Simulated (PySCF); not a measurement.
**Ag⁺: excitation energy**

Ag⁺ [Kr] 4d10 (1S) → Ag⁺ [Kr] 4d9 5p1 (high-spin determinant), as a difference of total energies. All numbers are calculated (PySCF 2.14, scalar relativity by spin-free X2C-1e, in x2c-TZVPPall (8s6p6d2f1g, 79 functions)). Correlated levels: valence and next inner shell: [Ar] 3d10 frozen. The calculations carry no spin-orbit coupling.

```json
{"method": "UHF", "excitation energy (eV)": "9.274"}
{"method": "MP2 (valence and next inner shell)", "excitation energy (eV)": "10.678"}
{"method": "SCS-MP2 (valence and next inner shell)", "excitation energy (eV)": "10.546"}
{"method": "CCSD (valence and next inner shell)", "excitation energy (eV)": "10.234"}
{"method": "CCSD(T) (valence and next inner shell)", "excitation energy (eV)": "10.269"}
```

How much does correlation contribute at CCSD(T) (valence and next inner shell)?

10.269 − (9.274) = 0.995 eV, measured against UHF.

The basis was made for the ground configuration and has no added diffuse functions, so the excitation energy can come out too high.

The determinant of the upper state mixes LS terms, which raises its energy above the lowest term, most at the Hartree-Fock and MP2 levels.
